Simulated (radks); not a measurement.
Initial-state core-level shifts of the promethium ion Pm3+ when its valence configuration changes from [Xe] 4f4. Calculated with a radial shooting solver on a logarithmic mesh with Libxc functionals: Dirac Kohn-Sham, BLYP, spin-unpolarised, spherical densities, point nucleus; open shells fill j = l - 1/2 first. Shifts are changes of the shell-averaged eigenvalues in eV (positive: less bound).

[
 {"valence": "4f3 6s1", "1s": "-10.874", "2s": "-11.759", "2p": "-11.631", "3p": "-12.872"},
 {"valence": "4f3 5d1", "1s": "-7.678", "2s": "-8.406", "2p": "-8.282", "3p": "-9.608"},
 {"valence": "4f2 5d2", "1s": "-16.164", "2s": "-17.747", "2p": "-17.475", "3p": "-20.356"},
 {"valence": "4f2 5d1 6s1", "1s": "-19.532", "2s": "-21.286", "2p": "-21.008", "3p": "-23.807"},
 {"valence": "4f1 5d3", "1s": "-25.316", "2s": "-27.872", "2p": "-27.430", "3p": "-32.071"},
 {"valence": "4f1 5d2 6s1", "1s": "-28.844", "2s": "-31.581", "2p": "-31.132", "3p": "-35.692"},
 {"valence": "4f1 5d1 6s2", "1s": "-32.527", "2s": "-35.463", "2p": "-35.008", "3p": "-39.468"},
 {"valence": "4f3 6p1", "1s": "-11.745", "2s": "-12.638", "2p": "-12.506", "3p": "-13.755"},
 {"valence": "4f2 6s2", "1s": "-23.058", "2s": "-24.999", "2p": "-24.716", "3p": "-27.416"}
]
